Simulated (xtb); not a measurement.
C6H12O3 (SMILES COCOC(=O)C(C)C), singlet, geometry from GFN2-xTB; GFN2-xTB (xtb 6.7.1).

The xtb input:
```
$ xtb mol.xyz --gfn 2 --etemp 5000 --json

# file mol.xyz
21

C      3.38990276     0.87294801     0.44839550
O      2.04855788     1.02998237     0.05700842
C      1.63168586     0.07807959    -0.87544507
O      0.23916542     0.15728709    -1.00137494
C     -0.49635496    -0.51139740    -0.08203748
O     -0.02490052    -1.24714046     0.73772993
C     -1.96376934    -0.17907530    -0.24195578
C     -2.82865669    -1.37264345     0.14881617
C     -2.24567507     1.03163580     0.65498727
H      4.06785597     0.98552259    -0.40607488
H      3.58599618     1.65648419     1.17625281
H      3.55402065    -0.10839673     0.90827248
H      2.04512057     0.28811705    -1.87474864
H      1.92434223    -0.93677628    -0.55124780
H     -2.13556096     0.10067483    -1.28462047
H     -3.88036344    -1.09922744     0.12266588
H     -2.66648475    -2.20385408    -0.53308936
H     -2.57246037    -1.69938729     1.15333715
H     -1.60753743     1.86696159     0.37740491
H     -3.28514590     1.33435644     0.55330425
H     -2.05516016     0.77720940     1.69507241
```

Problem. Predict the main parts of the log of this xtb run.

Solution. 
```
   ID    Z sym.   atoms
    1    6 C      1, 3, 5, 7-9
    2    8 O      2, 4, 6
    3    1 H      10-21

           -------------------------------------------------
          |                Calculation Setup                |
           -------------------------------------------------

           -------------------------------------------------
          |                 G F N 2 - x T B                 |
           -------------------------------------------------

          ...................................................
          :                      SETUP                      :
          :.................................................:
          :  # basis functions                  48          :
          :  # atomic orbitals                  48          :
          :  # shells                           30          :
          :  # electrons                        54          :
          :  max. iterations                   250          :
          :  Hamiltonian                  GFN2-xTB          :
          :  restarted?                      false          :
          :  GBSA solvation                  false          :
          :  PC potential                    false          :
          :  electronic temp.         5000.0000000     K    :
          :  accuracy                    1.0000000          :
          :  -> integral cutoff          0.2500000E+02      :
          :  -> integral neglect         0.1000000E-07      :
          :  -> SCF convergence          0.1000000E-05 Eh   :
          :  -> wf. convergence          0.1000000E-03 e    :
          :  Broyden damping             0.4000000          :
          :  net charge                          0          :
          :  unpaired electrons                  0          :
          ...................................................

 iter      E             dE          RMSdq      gap      omega  full diag
   1    -31.4104838 -0.314105E+02  0.436E+00    5.72       0.0  T
   2    -31.4828109 -0.723271E-01  0.224E+00    4.71       1.0  T
   3    -31.4848082 -0.199727E-02  0.118E+00    5.11       1.0  T
   4    -31.4880355 -0.322731E-02  0.203E-01    4.80       1.0  T
   5    -31.4884145 -0.378984E-03  0.814E-02    4.88       1.0  T
   6    -31.4884224 -0.788653E-05  0.234E-02    4.88       1.0  T
   7    -31.4884235 -0.111255E-05  0.803E-03    4.88       2.7  T
   8    -31.4884237 -0.207412E-06  0.241E-03    4.88       9.0  T
   9    -31.4884237 -0.111423E-07  0.861E-04    4.88      25.4  T
  10    -31.4884237 -0.249695E-08  0.348E-04    4.88      62.7  T

   *** convergence criteria satisfied after 10 iterations ***

         :::::::::::::::::::::::::::::::::::::::::::::::::::::
         ::                     SUMMARY                     ::
         :::::::::::::::::::::::::::::::::::::::::::::::::::::
         :: total energy             -31.171656080662 Eh    ::
         :: gradient norm              0.002053254070 Eh/a0 ::
         :: HOMO-LUMO gap              4.880352007303 eV    ::
         ::.................................................::
         :: SCC energy               -31.488402596434 Eh    ::
         :: -> isotropic ES            0.062867427251 Eh    ::
         :: -> anisotropic ES          0.001156632383 Eh    ::
         :: -> anisotropic XC          0.003366336044 Eh    ::
         :: -> dispersion             -0.012969789984 Eh    ::
         :: repulsion energy           0.316746515772 Eh    ::
         :: add. restraining           0.000000000000 Eh    ::
         :: total charge               0.000000000000 e     ::
         :::::::::::::::::::::::::::::::::::::::::::::::::::::

           -------------------------------------------------
          |                Property Printout                |
           -------------------------------------------------

    * Orbital Energies and Occupations

         #    Occupation            Energy/Eh            Energy/eV
[...]
     2   8 O        1.702    -0.306    19.090     5.899
     3   6 C        3.615     0.226    17.491     6.035
     4   8 O        1.706    -0.268    18.441     5.798
     5   6 C        2.730     0.361    20.876     7.480
     6   8 O        0.856    -0.388    21.438     6.208
     7   6 C        3.851    -0.036    21.187     6.547
     8   6 C        3.756    -0.109    22.644     6.785
     9   6 C        3.760    -0.105    22.547     6.769
    10   1 H        0.924     0.034     2.524     2.484
    11   1 H        0.925     0.074     2.046     2.237
    12   1 H        0.924     0.043     2.414     2.430
    13   1 H        0.923     0.038     2.479     2.462
    14   1 H        0.922     0.039     2.457     2.451
    15   1 H        0.924     0.056     2.243     2.342
    16   1 H        0.925     0.048     2.343     2.393
    17   1 H        0.925     0.043     2.415     2.430
    18   1 H        0.925     0.061     2.190     2.314
    19   1 H        0.925     0.049     2.329     2.386
    20   1 H        0.925     0.052     2.300     2.372
    21   1 H        0.925     0.053     2.287     2.365

 Mol. C6AA /au·bohr⁶  :       3460.590434
 Mol. C8AA /au·bohr⁸  :      72869.530714
 Mol. α(0) /au        :         86.650537

Wiberg/Mayer (AO) data.
largest (>0.10) Wiberg bond orders for each atom

 ---------------------------------------------------------------------------
     #   Z sym  total        # sym  WBO       # sym  WBO       # sym  WBO
 ---------------------------------------------------------------------------
     1   6 C    3.940 --     2 O    0.985    11 H    0.979    10 H    0.978
                            12 H    0.976
     2   8 O    2.080 --     3 C    0.991     1 C    0.985
     3   6 C    3.922 --     2 O    0.991     4 O    0.969    13 H    0.958
                            14 H    0.954
     4   8 O    2.289 --     5 C    1.082     3 C    0.969     6 O    0.160
     5   6 C    3.891 --     6 O    1.783     4 O    1.082     7 C    0.958
     6   8 O    2.055 --     5 C    1.783     4 O    0.160
     7   6 C    3.990 --     8 C    1.005     9 C    0.981    15 H    0.962
                             5 C    0.958
     8   6 C    3.991 --     7 C    1.005    17 H    0.987    16 H    0.985
                            18 H    0.984
     9   6 C    3.990 --    21 H    0.986    19 H    0.986    20 H    0.982
                             7 C    0.981
    10   1 H    0.998 --     1 C    0.978
    11   1 H    0.994 --     1 C    0.979
    12   1 H    0.998 --     1 C    0.976
    13   1 H    0.997 --     3 C    0.958
    14   1 H    0.998 --     3 C    0.954
    15   1 H    0.996 --     7 C    0.962
    16   1 H    0.997 --     8 C    0.985
    17   1 H    0.998 --     8 C    0.987
    18   1 H    0.996 --     8 C    0.984
    19   1 H    0.997 --     9 C    0.986
    20   1 H    0.997 --     9 C    0.982
    21   1 H    0.997 --     9 C    0.986
 ---------------------------------------------------------------------------

Topologies differ in total number of bonds
Writing topology from bond orders to xtbtopo.mol

molecular dipole:
                 x           y           z       tot (Debye)
 q only:        0.037       0.230      -0.353
   full:        0.201       0.179      -0.558       1.574
molecular quadrupole (traceless):
                xx          xy          yy          xz          yz          zz
 q only:       11.131       0.663      -6.692      -0.684       2.834      -4.439
  q+dip:       10.257      -0.531      -7.091      -1.683       2.760      -3.165
   full:       10.868      -0.172      -7.124      -1.430       3.743      -3.744

           -------------------------------------------------
          | TOTAL ENERGY              -31.171656080662 Eh   |
          | GRADIENT NORM               0.002053254070 Eh/α |
          | HOMO-LUMO GAP               4.880352007303 eV   |
           -------------------------------------------------

normal termination of xtb
```
